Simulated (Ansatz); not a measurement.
The cluster Si9. Charge 0, multiplicity 3. Geometry PBE-D4/def2-SVP, that of the charge +1 doublet; atoms count from 1.

```xyz
9

Si   -1.596   -1.408   -0.297
Si    2.185    0.050   -2.692
Si   -1.709    0.393    1.552
Si    0.550   -0.484    0.957
Si    1.678    1.052   -0.586
Si   -0.993    1.117   -0.705
Si   -0.919   -1.929    2.106
Si    0.402    2.079    1.189
Si    0.402   -0.868   -1.525
```

At PBE0-D4/def2-TZVP a singlet of charge 0 lies 0.42 eV below the triplet at the same geometry. The structure comes from a short search, and lower isomers may exist.

Estimate the Mulliken populations from the PBE0/def2-TZVP orbitals of Ansatz.


```json
{"atom": "Si1", "charge (e)": "0.02", "spin (α − β)": "0.32"}
{"atom": "Si2", "charge (e)": "-0.09", "spin (α − β)": "0.61"}
{"atom": "Si3", "charge (e)": "-0.05", "spin (α − β)": "0.10"}
{"atom": "Si4", "charge (e)": "0.06", "spin (α − β)": "0.02"}
{"atom": "Si5", "charge (e)": "0.03", "spin (α − β)": "0.03"}
{"atom": "Si6", "charge (e)": "0.03", "spin (α − β)": "0.19"}
{"atom": "Si7", "charge (e)": "-0.06", "spin (α − β)": "0.50"}
{"atom": "Si8", "charge (e)": "0.02", "spin (α − β)": "0.19"}
{"atom": "Si9", "charge (e)": "0.03", "spin (α − β)": "0.04"}
```
Mulliken values and Mayer orders depend strongly on the basis.

Where does the spin sit?

Summed by element: Si 2.00, of 2 unpaired in all. Largest on single atoms: Si2 0.61, Si7 0.50, Si1 0.32.

And the Mayer bond orders between bonded heavy atoms (over 0.3)?

Si1–Si3 0.50 (2.58 Å); Si1–Si4 0.41 (2.65 Å); Si1–Si6 0.49 (2.63 Å); Si1–Si7 0.67 (2.55 Å); Si1–Si9 0.76 (2.41 Å); Si2–Si5 0.99 (2.39 Å); Si2–Si9 1.02 (2.32 Å); Si3–Si4 0.54 (2.50 Å); Si3–Si6 0.61 (2.48 Å); Si3–Si7 0.74 (2.51 Å); Si4–Si5 0.54 (2.45 Å); Si4–Si7 0.87 (2.36 Å); Si4–Si8 0.53 (2.58 Å); Si4–Si9 0.52 (2.52 Å); Si5–Si6 0.41 (2.67 Å); Si5–Si8 0.81 (2.41 Å); Si5–Si9 0.63 (2.49 Å); Si6–Si8 0.62 (2.54 Å); Si6–Si9 0.53 (2.56 Å). Values over 0.3 also appear between atoms too far apart for a bond (Si3–Si8 0.44 at 2.73 Å; Si4–Si6 0.33 at 2.78 Å); they arise where an orbital or an unpaired electron spreads over both atoms.
